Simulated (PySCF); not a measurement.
C4H7FSi, SMILES C=C/C=C(\F)[SiH3]. Atoms are numbered in the order given.

```xyz
13

C      0.5150    -3.1673     0.0000
C     -0.1799    -2.0231     0.0000
C      0.4450    -0.6973     0.0000
C     -0.2319     0.4605     0.0000
F     -1.5892     0.4331     0.0000
Si     0.5026     2.1950     0.0000
H      1.6107    -3.1701     0.0000
H      0.0128    -4.1388     0.0000
H     -1.2744    -2.0446     0.0000
H      1.5383    -0.6404     0.0000
H      0.0520     2.9352    -1.2116
H      1.9856     2.0589     0.0000
H      0.0520     2.9352     1.2116
```

Coordinates come from a ωB97X-D3(BJ)/def2-SVP optimisation. The structure was generated by enumeration; whether it is a known compound was not checked. The values are those of a single conformer.

Two levels are set side by side: PBE/pcSseg-1 (PySCF) and KT2/pcSseg-1 (PySCF). GIAO shifts against CFCl3 (¹⁹F), TMS (²⁹Si), TMS (¹H), TMS (¹³C) at the same level; non-relativistic, no solvent, atoms listed together averaged. Differences are taken from unrounded values.

```csv
quantity,KT2,PBE,PBE minus KT2
δ(¹³C) of C1 (ppm),116.5,124.8,8.3
δ(¹³C) of C2 (ppm),128.5,137.0,8.5
δ(¹³C) of C3 (ppm),127.4,134.9,7.5
δ(¹³C) of C4 (ppm),161.6,170.5,9.0
δ(¹⁹F) of F5 (ppm),-129.2,-114.5,14.7
δ(²⁹Si) of Si6 (ppm),-78.0,-79.1,-1.1
"δ(¹H) of H7, H8 (ppm)",5.46,5.63,0.17
δ(¹H) of H9 (ppm),7.06,7.24,0.17
δ(¹H) of H10 (ppm),5.91,6.12,0.21
```

Rough cost on one machine, each run with all the roots and properties that it gave: KT2 against PBE within a factor of 2.
